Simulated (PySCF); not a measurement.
An unknown is described by computed data only.

Elements present: B, C, F, H and O. Monoisotopic mass: 122.0522 u.

| Item | Value |
| --- | --- |
| 13C NMR | chemical shifts (computed TMS as zero) by class: 54.0 (2 C) ppm [GIAO CAM-B3LYP/pcSseg-1] |
| Valence photoelectron | vertical ionisation energy: 10.90 eV [ΔSCF CAM-B3LYP/def2-SVPD] |
| Polarisability | 60.2 au [CAM-B3LYP/def2-SVPD] |
| Rotational structure | rotational constants A, B, C: 2.388, 1.365, 1.051 GHz [PBE0-D3(BJ)/def2-SVP] |
| 1H NMR | chemical shifts (computed TMS as zero) by class: 3.69 (6 H) ppm [GIAO CAM-B3LYP/pcSseg-1] |
| Couplings | largest of the computed one-bond spin–spin couplings (means over like bonds): 19F–11B -192.8 (×2), 13C–1H +148.6 (×6), 11B–11B +141.5, 17O–13C +18.0 (×2), 17O–11B -6.4 (×2) Hz [B3LYP/pcJ-1, spin–dipole term left out for some pairs] |
| NMR, other nuclei | isotropic shieldings of nuclei other than C and H, by class: 71 (1 B), 72 (1 B), 217 (2 O), 213 (2 F) ppm [GIAO CAM-B3LYP/pcSseg-1] |
| Dipole | 2.63 D [CAM-B3LYP/def2-SVPD] |

The electronic properties come from PySCF, for the isolated species, density fitting. Levels stand in brackets. The structure is a single PBE0-D3(BJ)/def2-SVP conformer in the gas phase; no vibrational or solvent corrections. NMR values are class means; diastereotopic atoms form classes of their own.

Q: Which formula fits the mass and the elements?

A: C2H6B2F2O2 (calculated 122.0522). No other formula that holds each of these elements comes within 0.0003 u with a fitting electron parity and a possible valence count.

Q: What is the compound? Reason from the data.

A: Numbering: `[CH3:1][O:2][B:3]([O:4][CH3:5])[B:6]([F:7])[F:8]`. 2 carbons fall into 1 class: methoxy carbon [C1/C5] (54.0 ppm, 2 C, up to 5.3 ppm apart in this geometry). All hydrogens form one class (3.69 ppm): methyl hydrogen. The other shieldings belong to: 71 ppm, three-coordinate boron [B6]; 72 ppm, three-coordinate boron [B3]; 217 ppm, boron-bound oxygen [O2/O4]; 213 ppm, boron-bound fluorine [F7/F8]. The couplings run between: -192.8 Hz, boron-bound fluorine [F7] and three-coordinate boron [B6] (with 1 like pair); +148.6 Hz, methoxy carbon [C1] and its hydrogen (with 5 like pairs); +141.5 Hz, three-coordinate boron [B3] and three-coordinate boron [B6]; +18.0 Hz, boron-bound oxygen [O2] and methoxy carbon [C1] (with 1 like pair); -6.4 Hz, boron-bound oxygen [O2] and three-coordinate boron [B3] (with 1 like pair). The first electron is taken from the HOMO, whose largest Löwdin shares are 0.37 on a boron-bound oxygen, 0.27 on a boron-bound oxygen, 0.09 on a methoxy carbon and 0.07 on a methoxy carbon. By its constants the optimised geometry is an asymmetric top. Structure: `COB(OC)B(F)F`. The assignments are read from this structure; whether some other isomer fits the data as well wasn't checked.

Conformer computed: `[CH3:1][O:2][B:3]([O:4][CH3:5])[B:6]([F:7])[F:8]`: C1–O2–B3–O4 -178°, O2–B3–O4–C5 0°, O2–B3–B6–F7 88°.
